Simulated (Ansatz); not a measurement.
`[F][Sn]([F])([F])[Br]` + H₂Se → `[F][Sn]([F])([F])[SeH]` + HBr  (ligand exchange at the Sn–Br bond)

Isolated molecules relaxed with PBE0-D4/def2-TZVP in Ansatz; ΔE leaves out vibrations. CBS: MP2 limit from def2 TZ/QZ plus the TZ coupled-cluster correction, frozen cores. DFT in def2-TZVPP. def2 core potentials past Kr. For Br, Se, Sn outer-core shells are correlated without core-valence functions, which leaves a few kJ/mol of doubt a bond. Scalar relativity is left out up to krypton. Each species was taken in one conformer, which may not be the lowest.

```tsv
level	ΔE (kJ/mol)
BHLYP	9.8
HF/def2-SVP	12.0
```

(1) What does CCSD(T)/CBS give? (Best estimate.)

Largest T1 diagnostic among the species: 0.013.

Answers

(1) The calculation gave: +6.4 kJ/mol. The listed levels differ from it by 3.4, 5.6 kJ/mol.

From BLYP to BHLYP (50 % exact exchange), in def2-TZVPP and without D4, ΔE moves by +5.5 kJ/mol. In def2-TZVPP, CCSD(T) changes the Hartree–Fock value by −11.3 kJ/mol (the triples alone add −1.2 kJ/mol) and MP2 by −13.1 kJ/mol.
